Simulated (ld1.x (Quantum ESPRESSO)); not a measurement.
## Which change was made? (Ag, RRKJ)

silver (Ag), norm-conserving RRKJ (Kleinman–Bylander form), made with ld1.x (Quantum ESPRESSO) 7.5 (PBE, fully relativistic). Core [Kr], reference 4d10 5s0 5p1. Waves: 5p (bound): rc 2.35 bohr; 4d (bound): rc 1.90 bohr; 5s (bound, empty): rc 1.85 bohr. Local part: the s channel. Core correction: a·sin(br)/r model core inside 1.50 bohr. rho0 = 0.001.

Open shells are filled in proportion to 2j + 1 (rel_dist='average').

Cutoffs, loose and tight: the cutoffs (Ry, on a coarse ladder) from which the occupation-weighted sum of valence levels, in a spherical-Bessel basis at the reference potential, stays within 10 and 1 mRy of its value at 400 Ry. They do not see the model core or the augmentation charge, which bear on the density cutoff. Test errors are all-electron minus pseudo excitation energies from the reference, over the configurations 4d10 5s1 5p0; 4d10 5s0 5p0; 4d9 5s0 5p0; 4d10 5s0.5 5p0; 4d9 5s1 5p0; 4d8 5s0 5p0; 4d9 5s2 5p0; variants that change the core or the reference have their own tests. The largest error is taken over the tests solved by every variant that gives reliable tests at all, those not shown here included: 4d10 5s0 5p0; 4d10 5s0.5 5p0; 4d8 5s0 5p0; 4d9 5s0 5p0; 4d9 5s1 5p0; 4d9 5s2 5p0.

The base gives: outcome: generated; cutoff, loose: 45 Ry; cutoff, tight: 60 Ry; bound ghosts: none; largest test error (meV): -590.

Question: After one change the result is: outcome: generated; cutoff, loose: 30 Ry; cutoff, tight: 40 Ry; bound ghosts: none; largest test error (meV): +143. Which change was it?
A. wave 4d (bound): rc 1.90 bohr becomes 4d (bound): rc 2.62 bohr
B. wave 4d (bound): rc 1.90 bohr becomes 4d (bound): rc 1.22 bohr
C. wave 4d (bound): rc 1.90 bohr becomes 4d (bound): rc 1.52 bohr
D. wave 4d (bound): rc 1.90 bohr becomes 4d (bound): rc 2.26 bohr

Answer: A. The others give: wave 4d (bound): rc 1.90 bohr becomes 4d (bound): rc 1.22 bohr → outcome: generated; cutoff, loose: 100 Ry; cutoff, tight: 140 Ry; bound ghosts: none; largest test error (meV): -678 | wave 4d (bound): rc 1.90 bohr becomes 4d (bound): rc 2.26 bohr → outcome: generated; cutoff, loose: 35 Ry; cutoff, tight: 50 Ry; bound ghosts: none; largest test error (meV): -358 | wave 4d (bound): rc 1.90 bohr becomes 4d (bound): rc 1.52 bohr → outcome: generated; cutoff, loose: 60 Ry; cutoff, tight: 70 Ry; bound ghosts: none; largest test error (meV): -666.
